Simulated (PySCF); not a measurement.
PySCF 2.14 output of an unrestricted r2SCANh calculation on a single atom or ion in aug-cc-pV(Q+d)Z with one added diffuse shell each of s, p, d, f, g type (8s7p6d4f3g, 114 functions), with the non-relativistic Hamiltonian (point nucleus):

```
SCF conv_tol = 1e-09
number electrons alpha = 7  beta = 6
    M. Bursch, H. Neugebauer, S. Ehlert, and S. Grimme.,  J. Chem. Phys. 156, 134105 (2022)
cycle= 1 E= -288.734436558626  delta_E= -0.00189  |g|= 0.0172  |ddm|= 0.747
cycle= 2 E= -288.734485554587  delta_E= -4.9e-05  |g|= 0.00478  |ddm|= 0.219
cycle= 3 E= -288.734489451214  delta_E= -3.9e-06  |g|= 0.000315  |ddm|= 0.0474
cycle= 4 E= -288.734489567681  delta_E= -1.16e-07  |g|= 2.09e-05  |ddm|= 0.00541
cycle= 5 E= -288.734489567946  delta_E= -2.64e-10  |g|= 1.04e-06  |ddm|= 0.000346
converged SCF energy = -288.734489567946  <S^2> = 0.75047049  2S+1 = 2.0004704
```

The run itself started from symmetry-adapted Hartree-Fock orbitals and held the occupation by maximum overlap, on a logarithmic radial grid, so the iterations belong to that start.

Task: Which element, charge and spin multiplicity is this?

Result: Si⁺ (silicon, charge +1), multiplicity 2; the state was [Ne] 3s2 4s1, 2S determinant (an excited configuration).

The outer electron is Rydberg-like, and this basis confines it to a smaller radius and binds it less than a complete one would.
